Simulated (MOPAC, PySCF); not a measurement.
H4GeS2, SMILES `[GeH2]([SH])[SH]` (H–S–Ge–S torsion -77°, S–Ge–S–H torsion 76°), neutral singlet in the gas phase. 

Cartesian coordinates (Å):
```xyz
7

S     -1.8710     0.1258    -0.7441
Ge     0.0813    -0.6392     0.0014
S      1.8409     0.5871    -0.5923
H     -1.9488     1.0993     0.1792
H      0.2791    -1.9920    -0.6810
H      0.0291    -0.7353     1.5304
H      1.5895     1.5543     0.3063
```
Charge 0, multiplicity 1.

All levels are single points at this geometry (r2SCAN-D4/def2-TZVP); Pople sets use spherical d functions. Orbital energies aren't observables, and empty levels follow the basis.

PM7 in MOPAC gives HOMO (eV) = -9.39.

Problem. Estimate the HOMO (eV) from each of these levels: r2SCAN-D4/def2-TZVP in PySCF; B3LYP/3-21G in PySCF; BP86/6-31G* in PySCF; SVWN5/6-31G* in PySCF; PM6 in MOPAC.

Solution. 
```json
[
 {"level": "r2SCAN-D4/def2-TZVP in PySCF", "HOMO (eV)": "-6.42"},
 {"level": "B3LYP/3-21G in PySCF", "HOMO (eV)": "-7.22"},
 {"level": "BP86/6-31G* in PySCF", "HOMO (eV)": "-6.14"},
 {"level": "SVWN5/6-31G* in PySCF", "HOMO (eV)": "-6.11"},
 {"level": "PM6 in MOPAC", "HOMO (eV)": "-9.41"}
]
```
